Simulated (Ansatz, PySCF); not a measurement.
Molecule: C3H8As, charge 0, multiplicity 2. It need not be the lowest isomer of its formula. 
Structure (B3LYP-D3(BJ)/def2-TZVP (Ansatz, a quantum-chemistry and plane-wave program) minimum search):
```
C
C 1 1.4913
H 2 1.0913 1 112.66
H 2 1.0956 3 107.96 1 -122.35
H 2 1.1008 3 107.17 4 -114.07
C 1 1.4913 2 118.15 3 -170.13
H 6 1.0913 1 112.66 2 170.13
H 6 1.0956 7 107.96 1 122.35
H 6 1.1008 7 107.17 8 114.07
As 1 1.9361 2 119.05 3 31.90
H 10 1.5281 1 96.42 2 -53.86
H 10 1.5281 11 93.73 1 96.90
```
Charge 0, spin multiplicity 2.

Total electronic energies in hartree. Valence correlation only, unless marked. Open shells are spin-unrestricted. No spin-orbit coupling. Frozen are the shells of the preceding noble gas and the d and f shells that filled before the atom's block. No relativistic terms. CBS marks a two-point X^-3 extrapolation of the correlation energy; Hartree-Fock from the larger set. The bracket is a focal-point correction in the basis named.

```tsv
level	program	energy (Eh)
HF/STO-3G	Ansatz	-2326.12261
HF-D4/def2-TZVPD	PySCF + dftd4	-2352.48478
RI-HF/aug-cc-pVTZ	Ansatz	-2352.49377
BLYP-D3(BJ)/def2-TZVPD	Ansatz + dftd3	-2354.97883
r2SCAN/def2-TZVPD	Ansatz	-2354.90489
PBE0/6-31G*	Ansatz	-2354.23464
PBE0-D3(BJ)/def2-TZVPD	Ansatz + dftd3	-2354.57453
PBE0-D4/def2-TZVP	Ansatz + dftd4	-2354.57281
PBE0/def2-TZVPD	Ansatz	-2354.56625
PBE0/def2-QZVPP	Ansatz	-2354.62277
TPSSh/def2-TZVPD	PySCF	-2354.95473
r2SCAN0/def2-TZVPD	Ansatz	-2354.88266
LC-wPBE/def2-TZVPD	Ansatz	-2354.61313
wB97X-V/def2-TZVPD	Ansatz	-2354.74526
RI-MP2/aug-cc-pVTZ	Ansatz	-2353.14841
RI-MP2/cc-pVQZ	Ansatz	-2353.18863
SCS-MP2/cc-pVDZ	Ansatz	-2352.91041
CCSD/6-31G*	Ansatz	-2352.63963
CCSD/aug-cc-pVDZ	Ansatz	-2353.00170
CCSD/cc-pVDZ	Ansatz	-2352.97187
CCSD(T)/STO-3G	Ansatz	-2326.36317
CCSD(T)/6-31G*	Ansatz	-2352.65541
RI-MP2/CBS(cc-pVTZ,cc-pVQZ)+[CCSD(T)-MP2]/cc-pVTZ	Ansatz	-2353.3043
```

Totals of different functionals don't rank their quality; only differences between species are comparable.
